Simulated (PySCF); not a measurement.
C3H6Cl2Si, SMILES C/C=C/[SiH](Cl)Cl. Heavy atoms are numbered as in [CH3:1]/[CH:2]=[CH:3]/[SiH:4]([Cl:5])[Cl:6]. Hydrogens are named by the atom that carries them.

Geometry optimised at B3LYP-D3(BJ)/def2-SVP. The structure was generated by enumeration; whether it is a known compound was not checked. Other conformers were not sampled.

Level of theory: PBE/pcSseg-1 (PySCF).

GIAO shieldings, no solvent; atoms alike by connectivity are averaged. δ = σ(ref) − σ: ¹³C against TMS (σ = 182.0 ppm); ²⁹Si against TMS (σ = 335.4 ppm); ³⁵Cl against HCl (σ = 936.5 ppm); ¹H against TMS (σ = 31.49 ppm), references at their B3LYP-D3(BJ)/def2-TZVP geometries, non-relativistic (without spin–orbit terms, shifts of atoms bonded to Cl or Br come out too high).

Computed chemical shifts:
```tsv
nucleus	atoms	count	δ (ppm)
¹³C	C2 (CH)	1	157.9
¹³C	C3 (CH)	1	135.8
¹³C	C1 (CH3)	1	28.6
²⁹Si	Si4 (SiH)	1	21.9
³⁵Cl	Cl5	2	104.2
¹H	H on C2	1	6.70
¹H	H on C3	1	6.21
¹H	H on Si4	1	6.05
¹H	H on C1	3	2.30
```
